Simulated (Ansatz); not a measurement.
Input file for Ansatz (a program for electronic structure): R-wB97X-V/def2-TZVPP on BFH2Se2 (SMILES FB([SeH])[SeH]), a point of a torsion scan.

Ansatz 0.2 input:
```yaml
crystal:
  periodic: [false, false, false]
  atoms:
    - {symbol: F, position_ang: [0.36391347, 2.02383454, 0.30255420]}
    - {symbol: B, position_ang: [0.16612451, 0.79009043, -0.10422540]}
    - {symbol: Se, position_ang: [-1.69914002, 0.27528785, -0.46748594]}
    - {symbol: Se, position_ang: [1.66696418, -0.39246136, 0.06423604]}
    - {symbol: H, position_ang: [-1.46269953, -0.37948097, -1.73080237]}
    - {symbol: H, position_ang: [0.99819420, -1.61128099, -0.32620455]}
basis:
  gaussian:
    orbitals: def2-TZVPP
hamiltonian:
  xc: {name: wB97X-V}
scf: {lower_state_search: off}
```

It printed:

```
WARN ansatz: RAYON_NUM_THREADS=1 ignored (pool sized by the plan → 1); use --threads N
Functional definition: wB97X-V
these checks for a lower state are left out or cut short: stability, starts, cluster_reference, orbital_swaps, neighbouring_geometries, increment
integrals: 0.16 GiB planned
1261 factors; their error is unknown
integrals: 0.19 GiB planned
234 factors; integrals over basis functions are off by at most 1.4e-5 eV
mean field: 1.38 GiB planned
mean field evaluation 1: about -134113.7345 eV, gradient 3.0e1 eV
mean field evaluation 2: about -134113.8996 eV, gradient 3.4e1 eV
mean field evaluation 4: about -134115.3621 eV, gradient 7.3e-1 eV
mean field evaluation 8: about -134115.9089 eV, gradient 3.9e-1 eV
mean field evaluation 16: about -134115.9090 eV, gradient 9.2e-5 eV
mean field -134115.90904625 eV, -4928.6687504215 hartree, gradient 7.9e-6 eV, S^2 0.000000; 0 other end points of the search recorded, 0 dependent functions left out
reference -134115.90904452 eV, -4928.6687503577 hartree; 42, 42 occupied and 144, 144 virtual orbitals, 1261 factors
Total energy: -134115.90904452 eV, -4928.6687503577 hartree
Checks for a lower state left out: stability, starts, cluster_reference, orbital_swaps, neighbouring_geometries, increment
```

Self-consistency was reached.

Cost: roughly 7 core-seconds.
